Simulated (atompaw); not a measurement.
**Scattering properties, PAW (atompaw) potential for nitrogen**

nitrogen (N), PAW, made with atompaw 4.2.0.5 (PBEsol, scalar-relativistic). Core [He], reference 2s2 2p3. Waves: 2s (bound): rc 0.90 bohr; 2s channel at -0.95 Ry: rc 2.25 bohr; 2p (bound): rc 2.25 bohr; 2p channel at 1 Ry: rc 2.25 bohr. Local part: bessel scheme, radius 1.95 bohr. Core correction: smooth core density matched at 2.25 bohr. Augmentation charge: sinc compensation charge, radius 2.15 bohr; PAW radius 2.25 bohr; waves and projectors: custom polynom2 7 10 vanderbiltortho.

The phase is arctan(r·u′/u) with u = r·R(r), unwrapped; energies in Ry, scanned from -3 to 5 Ry. A pole is an energy at which the radial function vanishes at the test radius. The pseudo phase is shifted by a multiple of π to meet the all-electron one at the reference energy, and phase errors are pseudo minus all-electron; the curves can meet again beyond the range given. Levels narrower than the energy grid can be missing from the lists of poles.

Problem. For each channel, where are the poles, and over which energies does the pseudopotential scatter like the atom?

Solution.

```
channel  radius (bohr)  reference energy (Ry)  poles, all-electron  poles, pseudo  unbroken range about the reference energy with phases within 0.05 rad  phase error 1 Ry above the reference energy (rad)
      s           2.27                  -1.36                -0.96          -0.96                                                              below 1.9                                             -0.000
      p           2.27                  -0.52                -0.06          -0.05                                                              below 2.2                                             +0.001
```

Phases in the s channel:

| E (Ry) | all-electron | pseudo |
| --- | --- | --- |
| -3.00 | 1.251 | 1.251 |
| -2.76 | 1.222 | 1.222 |
| -2.52 | 1.181 | 1.181 |
| -2.28 | 1.117 | 1.117 |
| -2.04 | 1.000 | 1.000 |
| -1.80 | 0.711 | 0.711 |
| -1.56 | -0.264 | -0.264 |
| -1.32 | -1.217 | -1.217 |
| -1.08 | -1.501 | -1.501 |
| -0.84 | -1.623 | -1.623 |
| -0.60 | -1.695 | -1.695 |
| -0.36 | -1.747 | -1.748 |
| -0.12 | -1.792 | -1.792 |
| 0.12 | -1.835 | -1.836 |
| 0.36 | -1.880 | -1.881 |
| 0.60 | -1.930 | -1.932 |
| 0.84 | -1.990 | -1.993 |
| 1.08 | -2.066 | -2.071 |
| 1.32 | -2.168 | -2.178 |
| 1.56 | -2.313 | -2.333 |
| 1.80 | -2.529 | -2.568 |
| 2.04 | -2.848 | -2.918 |
| 2.28 | -3.262 | -3.356 |
| 2.52 | -3.661 | -3.751 |
| 2.76 | -3.956 | -4.028 |
| 3.00 | -4.152 | -4.208 |
| 3.24 | -4.284 | -4.329 |
| 3.48 | -4.376 | -4.413 |
| 3.72 | -4.444 | -4.476 |
| 3.96 | -4.496 | -4.524 |
| 4.20 | -4.537 | -4.562 |
| 4.44 | -4.570 | -4.594 |
| 4.68 | -4.598 | -4.621 |
| 4.92 | -4.622 | -4.644 |
